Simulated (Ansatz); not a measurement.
`CC(C)[CH2][Sn]([Cl])([Cl])[Cl]`, relaxed with RKS PBE-D4/def2-SVP in Ansatz 0.2.0 from a rough embedded geometry. The force threshold is 0.03 eV/Å; the program also tests the step.

Total charge 0; spin multiplicity 1. Sn: def2 effective core potential.

Start:

```xyz
17

C    -1.498    0.227   -1.567
C    -0.197    0.179   -0.683
C     0.261    1.607   -0.236
C    -0.425   -0.829    0.529
Sn    1.414   -1.254    1.529
Cl    1.101   -3.258    2.750
Cl    1.958    0.442    3.051
Cl    3.148   -1.568   -0.012
H    -1.328    0.917   -2.383
H    -1.791   -0.734   -1.884
H    -2.325    0.712   -0.923
H     0.589   -0.283   -1.305
H    -0.481    2.074    0.470
H     1.212    1.551    0.306
H     0.364    2.239   -1.130
H    -1.141   -0.298    1.285
H    -0.862   -1.726    0.203
```

(1) How much energy does the relaxation release, and in how many steps? (An estimate is asked.)

(2) Which bonds change most? (An estimate is asked.)

(3) Give the relaxed structure. (Best estimate.)

## Answers

(1) Ansatz gave: 0.38 eV, in 4 steps.

(2) Ansatz gave: C4–H17 from 1.050 to 1.110 Å; C2–C4 from 1.593 to 1.534 Å; C4–H16 from 1.169 to 1.110 Å; C1–H10 from 1.054 to 1.109 Å.

(3) Ansatz gave: 
```xyz
17

C    -1.511    0.282   -1.530
C    -0.222    0.175   -0.699
C     0.265    1.556   -0.242
C    -0.456   -0.771    0.485
Sn    1.365   -1.241    1.570
Cl    1.170   -3.250    2.799
Cl    2.033    0.435    3.101
Cl    3.155   -1.517    0.046
H    -1.357    0.939   -2.410
H    -1.844   -0.709   -1.898
H    -2.337    0.717   -0.927
H     0.565   -0.274   -1.346
H    -0.480    2.036    0.427
H     1.223    1.502    0.316
H     0.423    2.228   -1.109
H    -1.147   -0.344    1.242
H    -0.846   -1.764    0.177
```
